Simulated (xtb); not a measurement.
F₃HOZr, SMILES [Zr]([F])([F])([OH])[F], multiplicity 1. All values are semi-empirical tight-binding results from xtb (GFN2-xTB unless named), good for trends rather than for accurate numbers. Coordinates come from a GFN2-xTB optimisation. The multiplicity is an assumed one; other spin states were not compared. Other conformers were not sampled.

For metal compounds this method's bond lengths and energies can be far off.

```yaml
point_group_as_xtb_finds_it: Cs
orbital_gap: 5.42 eV
zero_point_energy: 9.8 kcal/mol
G − E(el) at 298.15 K (modified RRHO): -11.4 kcal/mol
```
